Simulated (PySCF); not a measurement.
Gas-phase reaction: 4 GaNH2 + 3 CH4 + CH3C(CH3)2CH3 → 4 Ga(CH3)2NH2

Computed with PySCF and rigid-rotor harmonic-oscillator thermochemistry at 1 bar. † marks an energy on the PBE0/def2-TZVP geometry and frequencies; other levels use their own. MP2 freezes the core. 6-31G* has spherical d functions here. All species are closed-shell singlets. Ga: all electrons, no relativistic terms. GaNH2, Ga(CH3)2NH2: computed as isolated molecules; such fragments, hydroxides, amides, oligomers or adducts are transient or little studied in the gas. MP2 isn't extrapolated to the basis-set limit.

MP2/def2-TZVPP† gives ΔH°(298 K) = -321 kJ.

Task: What do M06-2X/def2-TZVP†, HF/6-31G*, ωB97M-V/def2-TZVP† give?

Result: M06-2X/def2-TZVP†: -241 kJ; HF/6-31G*: -107 kJ; ωB97M-V/def2-TZVP†: -203 kJ. For scale, ΔH°(298 K) is -321 kJ at this level, -203 kJ at ωB97M-V/def2-TZVP†, and runs from -321 to -60 kJ over the 17 levels computed.
